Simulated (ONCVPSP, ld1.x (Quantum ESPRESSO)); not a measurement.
# Potentials for silicon compared

Generated with ld1.x 7.5 (TM, RRKJ, ultrasoft, PAW), atompaw 4.2 or ONCVPSP 4.0.1. The cutoff is in Ry: for ld1.x and atompaw files where the sum of valence levels is converged to 10 mRy in a Bessel basis, for ONCV files where the hardest occupied wave has 1 mHa per electron of residual kinetic energy. The error is the largest all-electron minus pseudo excitation energy over each file’s own four to seven test configurations (ionisations up to +4, promotions, holes and added fractions of an electron), all of which were solved. The labels leave out finer settings (local radius, basis sizes, second energies), which also bear on the numbers. Spin-polarised tests are not counted. The rows are a selection from randomly drawn settings: files with unsolved tests, undetermined cutoffs or missed reference levels are left out.

A true bound ghost makes a file unfit for plane-wave use even where its test errors are small: the radial tests pick states by their node count and pass the ghost by.

| potential | cutoff (Ry) | largest error (meV) | bound ghosts |
| --- | --- | --- | --- |
| TM, PBEsol, scalar-relativistic, rc 1.65/1.80 (sp), local s, core correction yes, reference 3s2 3p1 | 15 | -9.5 | none |
| TM, PBE, scalar-relativistic, rc 1.65/1.75/1.50 (spd), local s, core correction yes, reference 3s1.75 3p2.25 | 15 | +47 | none |
| ultrasoft, PBE, scalar-relativistic, rc 2.00/2.20 (sp), local smoothed, core correction yes, reference 3s1.75 3p2.25 | 8 | +24 | none |
| ONCV, PBEsol, scalar-relativistic, rc 0.80/0.75 (sp), local smoothed, core correction yes, reference 2s2 2p6 3s1, qcut 13.9/17.6, projectors 2/2 | 257 | +140 | none |
| ONCV, PBE, scalar-relativistic, rc 1.25/2.00/1.65 (spd), local smoothed, core correction no, reference 3s1.5 3p2.5, qcut 4.8/4.2/5.9, projectors 2/1/3 | 65 | -6.0 | s, d |
| ONCV, PBE, scalar-relativistic, rc 1.10/0.75 (sp), local smoothed, core correction no, reference 2s2 2p6 3s2 3p1, qcut 12.3/14.8, projectors 2/2 | 472 | -1.5 | none |

Problem. Fill in the row for Si: ONCV, BLYP, scalar-relativistic, rc 0.40/0.75/0.75 (spd), local smoothed, core correction yes, reference 2s2 2p6 3s1 3p3, qcut 32.5/22/12.7, projectors 2/2/2.

Solution. cutoff 638 Ry, largest error +1.2 meV, bound ghosts: s.
